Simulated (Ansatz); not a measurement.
Start from `CC1B[Te]1` and change one atom or group to get `B1C[Te]1`.

Ansatz, PBE0-D4/def2-TZVP geometries, multiplicity 1. 

Elements past krypton have def2 core potentials.

| property | `CC1B[Te]1` |
| --- | --- |
| size of the dipole moment (PBE/def2-TZVPP) / D | 1.33 |
| HOMO energy (ωB97M-V/def2-TZVPP) / eV | -8.52 |
| LUMO energy (PBE0/def2-TZVPP) / eV | -1.61 |
| HOMO–LUMO gap (ωB97M-V/def2-TZVPP) / eV | 8.79 |
| ideal-gas entropy at 298 K and 1 bar (rigid rotor, harmonic PBE0-D4/def2-TZVP) / J/(mol·K) | 316 |
| size of the dipole moment (B3LYP/def2-TZVPP) / D | 1.43 |

(1) Give the same properties after the change, and the shifts. (An estimate is asked.)

## Answers

(1) The calculation gave: 
```
                                                                                  property  `B1C[Te]1`  shift
                                            size of the dipole moment (PBE/def2-TZVPP) / D        0.82  -0.51
                                                     HOMO energy (ωB97M-V/def2-TZVPP) / eV       -8.58  -0.06
                                                        LUMO energy (PBE0/def2-TZVPP) / eV       -1.66  -0.05
                                                   HOMO–LUMO gap (ωB97M-V/def2-TZVPP) / eV        8.82   0.03
ideal-gas entropy at 298 K and 1 bar (rigid rotor, harmonic PBE0-D4/def2-TZVP) / J/(mol·K)         282    -34
                                          size of the dipole moment (B3LYP/def2-TZVPP) / D        0.93  -0.50
```

The zero-point energy changes by -74.6 kJ/mol with -9 modes. Dipoles are sizes alone; their direction can turn.

B3LYP here is the variant with VWN-RPA as its local correlation; programs differ in this.

Spin–orbit coupling is left out; it splits and shifts lone-pair levels of the heavy atoms by tenths of an eV.
